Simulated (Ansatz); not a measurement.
Consider the formal loss of a carbene: `CO[C](=N)[GeH3]` → `[CH2]` (triplet) + `N=[C](O)[GeH3]`.

Program: Ansatz. Geometries: PBE0-D4/def2-TZVP. ΔE: electronic, gas phase. CBS: MP2 limit from def2 TZ/QZ plus the TZ coupled-cluster correction, frozen cores. This one scheme is used for every species. DFT in def2-TZVPP. B3LYP here is the variant with VWN-RPA as its local correlation; programs differ in this. Triplets are unrestricted, without spin–orbit coupling. For Ge outer-core shells are correlated without core-valence functions, which leaves a few kJ/mol of doubt a bond. Scalar relativity is left out up to krypton. Each species was taken in one conformer, which may not be the lowest.

```tsv
level	ΔE (kJ/mol)
PBE-D4	399.2
B2PLYP	385.6
PBE	392.8
PBE0	383.6
B3LYP	379.5
SCS-MP2/def2-TZVPP	396.9
CCSD/def2-TZVPP	371.5
CCSD(T)/def2-TZVPP	383.2
```

Q: What does CCSD(T)/CBS give? (Estimate.)

A: Ansatz gave: +392.7 kJ/mol. The listed levels differ from it by 6.5, -7.1, 0.1, -9.1, -13.2, 4.2, -21.2, -9.5 kJ/mol.

Largest T1 diagnostic among the species: 0.014.

From PBE to PBE0 (25 % exact exchange), in def2-TZVPP and without D4, ΔE moves by −9.2 kJ/mol. The D4 term adds +10.1 kJ/mol with B3LYP and +5.6 kJ/mol with PBE0; it sums over pairs of atoms, weighted by their polarisabilities, and B3LYP, whose exchange is more repulsive, gets the larger term. In def2-TZVPP, CCSD(T) changes the Hartree–Fock value by +131.7 kJ/mol (the triples alone add +11.7 kJ/mol) and MP2 by +141.5 kJ/mol.

CCSD(T)/CBS has its own doubt, a few kJ/mol and more with outer-core shells, so smaller differences from it don't rank the levels.
